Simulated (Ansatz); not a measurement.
Two isomers of CH4O2SSi: A = `O[C@@H]1S[Si@@H]1O`, B = `O[Si]1(S)CO1`.

Gas-phase electronic energies from Ansatz, PBE0-D4/def2-TZVP geometries. CCSD(T)/CBS adds triple-zeta CCSD(T) − MP2 to the extrapolated MP2 energy (def2 sets, frozen cores). DFT in def2-TZVPP. B3LYP here is the variant with VWN-RPA as its local correlation; programs differ in this. One conformer a species, not always the lowest.

Task: Which is lower in electronic energy at CCSD(T)/CBS, and by how much? (An estimate is asked.)

Result: The calculation gave: B, by 77.5 kJ/mol.

Task: Give E(B) − E(A) in kJ/mol with B3LYP-D4, B3LYP, PBE-D4, ωB97M-V, PBE0-D4, B2PLYP, r2SCAN-D4. (An estimate is asked.)

Result: Ansatz gave: B3LYP-D4 -76.4, B3LYP -77.1, PBE-D4 -64.6, ωB97M-V -78.4, PBE0-D4 -68.1, B2PLYP -79.3, r2SCAN-D4 -75.5. None reverses the order clearly.

Largest T1 diagnostic: 0.013.

In def2-TZVPP, CCSD(T) changes the Hartree–Fock value by +6.1 kJ/mol (the triples alone add +3.2 kJ/mol) and MP2 by +6.9 kJ/mol. From PBE to PBE0 (25 % exact exchange), in def2-TZVPP and without D4, E(B) − E(A) moves by −3.4 kJ/mol.
